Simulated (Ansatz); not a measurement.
Reaction (formal exchange of groups at a C–O bond): `CO[SiH](O)O` + `[SiH3]C1CC1` → `C[SiH2]C1CC1` + `O[SiH](O)O`

Computed with Ansatz on PBE0-D4/def2-TZVP structures; ΔE is electronic, products minus reactants. CCSD(T)/CBS adds triple-zeta CCSD(T) − MP2 to the extrapolated MP2 energy (def2 sets, frozen cores). Functionals use def2-TZVPP. B3LYP here is the variant with VWN-RPA as its local correlation; programs differ in this. Each species was taken in one conformer, which may not be the lowest.

```
             level  ΔE (kJ/mol)  difference from CCSD(T)/CBS
            PBE-D4        -96.5                          4.0
         r2SCAN-D4        -99.5                          1.0
           PBE0-D4        -98.4                          2.1
          B3LYP-D4        -91.3                          9.2
           ωB97X-V        -92.5                          8.0
           ωB97M-V        -98.2                          2.3
            B2PLYP        -94.7                          5.8
               PBE        -95.8                          4.7
            r2SCAN        -99.3                          1.2
              PBE0        -97.8                          2.7
             B3LYP        -90.3                         10.2
     HF/def2-TZVPP        -83.0                         17.5
    MP2/def2-TZVPP       -104.3                         -3.8
SCS-MP2/def2-TZVPP        -95.9                          4.6
   CCSD/def2-TZVPP        -95.7                          4.8
CCSD(T)/def2-TZVPP        -96.7                          3.8
     HF/def2-QZVPP        -82.7                         17.8
    MP2/def2-QZVPP       -106.4                         -5.9
SCS-MP2/def2-QZVPP        -98.2                          2.3
      HF/CBS(def2)        -82.6                         17.9
     MP2/CBS(def2)       -108.2                         -7.7
    CCSD/CBS(def2)        -99.5                          1.0
       CCSD(T)/CBS       -100.5                            0
```

Largest T1 diagnostic among the species: 0.011.

In def2-TZVPP, CCSD(T) changes the Hartree–Fock value by −13.8 kJ/mol (the triples alone add −1.0 kJ/mol) and MP2 by −21.4 kJ/mol.
